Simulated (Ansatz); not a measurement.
CH4ClFSeSi (`C[Se][SiH](F)Cl`), relaxed with RKS PBE-D4/def2-SVP in Ansatz from a rough embedded geometry. The force threshold is 0.03 eV/Å; the program also tests the step.

The species carries charge 0 and has multiplicity 1.

Start:

```xyz
9

C    -0.457    1.356    0.667
Se   -1.501   -0.155    0.200
Si    0.333   -1.335   -0.486
F    -0.215   -2.981   -0.867
Cl    1.104   -0.485   -2.226
H    -1.039    2.185    1.039
H     0.334    1.085    1.400
H     0.091    1.744   -0.296
H     1.350   -1.413    0.569
```

```csv
step,energy (eV),largest force (eV/Å),largest move (Å)
1,-89531.9140,3.113,0.000
2,-89532.2662,1.631,0.103
3,-89532.3637,0.629,0.107
4,-89532.3784,0.115,0.074
5,-89532.3811,0.078,0.022
6,-89532.3820,0.027,0.018
7,-89532.3831,0.059,0.053
8,-89532.3835,0.050,0.014
9,-89532.3849,0.039,0.061
10,-89532.3857,0.081,0.088
11,-89532.3862,0.045,0.022
12 (rejected),-89532.3861,0.077,0.003
13,-89532.3864,0.022,0.002
```

End:

```xyz
9

C    -0.420    1.437    0.624
Se   -1.428   -0.252    0.375
Si    0.317   -1.429   -0.468
F    -0.287   -2.854   -0.988
Cl    1.182   -0.437   -2.074
H    -1.160    2.177    0.979
H     0.373    1.314    1.385
H     0.008    1.765   -0.341
H     1.415   -1.721    0.507
```

It took 32 s on 4 threads of a server CPU on a shared host, with 0.19 GiB of host memory at the peak.
